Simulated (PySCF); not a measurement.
# How the method changes the shape and vibrations of B2FH3N cation

All numbers below are calculated, not measured. They come from PySCF 2.14.0, an open-source quantum chemistry program, on an isolated molecule that a program drew, which may never have been made. The molecule is B2FH3N cation (charge +1, singlet), drawn as the SMILES string `[BH+]NBF`.

The geometry was optimised and harmonic frequencies were computed with HF and MP2, all in the cc-pVDZ basis, for the commonest isotopes, with a restricted reference for singlets and an unrestricted one otherwise, and a frozen core in MP2. Each result is a local minimum of its method.

Geometry at the HF minimum:
```xyz
7
B2FH3N cation, angstrom
B     0.0266    1.2737   -0.0587
N     0.7308    0.6768    0.8793
B     0.5303    0.8310    2.3555
F     1.3469    0.1411    3.0878
H    -0.6104    1.8132   -0.8792
H     1.4823    0.0510    0.6037
H    -0.3221    1.5406    2.7670
```

Lengths of the bonds as drawn, in Å (atoms numbered as above):
| bond | HF | MP2 |
|---|---|---|
| B1-N2 | 1.316 | 1.329 |
| N2-B3 | 1.498 | 1.519 |
| B3-F4 | 1.296 | 1.309 |
| B1-H5 | 1.170 | 1.180 |
| N2-H6 | 1.016 | 1.031 |
| B3-H7 | 1.183 | 1.191 |

Rotational constants, in GHz:
| constant | HF | MP2 |
|---|---|---|
| A | 50.56 | 48.58 |
| B | 4.49 | 4.417 |
| C | 4.123 | 4.049 |

Harmonic frequencies in cm^-1, each column in rising order, so a row needn't be the same motion in every method:
| rank | HF | MP2 |
|---|---|---|
| 1 | 161 | 148 |
| 2 | 220 | 188 |
| 3 | 467 | 435 |
| 4 | 677 | 628 |
| 5 | 783 | 741 |
| 6 | 832 | 766 |
| 7 | 978 | 926 |
| 8 | 1037 | 973 |
| 9 | 1168 | 1099 |
| 10 | 1225 | 1130 |
| 11 | 1464 | 1410 |
| 12 | 1622 | 1551 |
| 13 | 2878 | 2812 |
| 14 | 2999 | ? |
| 15 | 3655 | 3487 |

**Estimate the missing MP2 frequency from the HF column.**

A single factor s that minimises the squared misfit of MP2 against s times HF over the other rows is sum(HF x MP2) / sum(HF^2) = 0.9563, with an rms misfit of 24 cm^-1. For rank 14 it gives 0.9563 x 2999 = 2868 cm^-1. The calculation gives 2914 cm^-1, 46 cm^-1 above the estimate. The drawn bonds are on average 1.1 % longer in MP2 than in HF.
